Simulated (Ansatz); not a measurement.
**What each rung costs, and what it gives**

Saddle point of CH₈AlAs, singlet (CH₅Al ([CH3][AlH2]) + AsH₃ → AlAsH₄ ([AlH2][AsH2]) + CH₄; bonds formed: Al1–As6, C2–H5; bonds broken: Al1–C2, H5–As6), PBE0-D4/def2-TZVP structure:

| atom | x (Å) | y (Å) | z (Å) |
| --- | --- | --- | --- |
| Al1 | -0.8861 | -0.3999 | -0.2299 |
| C2 | 1.0381 | -1.0880 | 0.2874 |
| H3 | -1.1795 | -0.7746 | -1.7361 |
| H4 | -1.8594 | -0.5260 | 1.0057 |
| H5 | 0.6367 | 0.3489 | 0.0138 |
| As6 | 0.1260 | 2.1296 | -0.2667 |
| H7 | 1.8546 | -1.0441 | -0.4345 |
| H8 | 1.4160 | -0.8843 | 1.2905 |
| H9 | 0.6739 | -2.1261 | 0.2859 |
| H10 | -0.7365 | 2.2864 | 0.9759 |
| H11 | -1.0837 | 2.0782 | -1.1920 |

Barriers are electronic and count from the start structure reached by relaxing down the imaginary mode.

Ansatz 0.2.0; basis: as named in each row; cores frozen in the correlated methods. Filled d shells of the heavier atoms are correlated. The def2 sets are not built for correlating such inner shells, so the correlated values are less sure here. B3LYP uses VWN-RPA correlation. Extrapolation: Hartree–Fock as exp(−7.88 √X), correlation as X^−2.97.

Times are rough, for one single point on 4 threads of a shared host (Arm Neoverse V2).

The estimate by CCSD(T) at an estimated basis limit (MP2 extrapolated from triple and quadruple zeta, plus CCSD(T) − MP2 in triple zeta) is 24.32 kcal/mol.

```csv
method,basis,time (s),barrier (kcal/mol),method less estimate
HF,STO-3G,under 1,62.13,37.81
PBE-D4,STO-3G,under 1,30.36,6.04
SPW92,def2-SVP,under 1,11.60,-12.71
B3LYP-D4,6-31G,under 1,26.62,2.30
PBE-D4,def2-SVP,under 1,16.49,-7.82
PBE0-D4,def2-SVP,1,19.96,-4.36
SPW92,def2-TZVPP,1,12.16,-12.15
PBE-D4,def2-TZVPP,2,16.66,-7.66
BLYP-D4,def2-TZVPP,2,21.18,-3.14
B3LYP-D4,def2-TZVPP,2,23.40,-0.92
BHLYP-D4,def2-TZVPP,3,27.64,3.32
CAM-B3LYP-D4,def2-TZVPP,3,25.64,1.32
PBE0-D4,def2-TZVPP,3,19.76,-4.56
CCSD(T),def2-SVP,4,28.42,4.11
r2SCAN-D4,def2-TZVPP,4,18.42,-5.90
r2SCAN0-D4,def2-TZVPP,4,20.88,-3.43
RPA on PBE,def2-TZVPP,4,25.66,1.34
wB97M-V,def2-SVP,5,25.19,0.88
B2PLYP,def2-TZVPP,5,24.56,0.24
PBE-QIDH,def2-TZVPP,5,22.66,-1.66
wB97X-V,def2-TZVPP,8,25.77,1.45
B97M-V,def2-TZVPP,8,24.10,-0.22
wB97M-V,def2-TZVPP,8,25.51,1.19
MP2,def2-QZVPP,21,22.69,-1.62
CCSD(T),def2-TZVPP,100,25.45,1.14
```

All methods are single points on the PBE0-D4 structures.

No T1 diagnostic of these runs exceeds 0.011.

Labels in which every atom is bracketed show which atoms are joined, not bond orders.
